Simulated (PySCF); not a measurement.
# Radial density of B (boron, neutral)

UHF, [He] 2s1 2p1 3s1, high-spin 4P determinant (an excited configuration). Computed with PySCF 2.14 in aug-cc-pVQZ (6s5p4d3f2g, 80 functions), with the non-relativistic Hamiltonian (point nucleus).

```csv
r (bohr),4πr²ρ (e/bohr),4πr²(ρα − ρβ)
0.00493,0.02068,0.0006
0.00829,0.05649,0.0017
0.0140,0.1512,0.0046
0.0235,0.3889,0.0119
0.0395,0.9391,0.0285
0.0664,2.036,0.0606
0.112,3.698,0.1051
0.188,5.019,0.1270
0.316,4.242,0.0867
0.531,1.797,0.1620
0.894,0.9176,0.7366
1.50,1.160,1.1575
2.53,0.4837,0.4837
4.25,0.1957,0.1957
7.15,0.1584,0.1584
12.0,0.003138,0.0031
```

The outer electron is Rydberg-like, and this basis confines it to a smaller radius and binds it less than a complete one would.
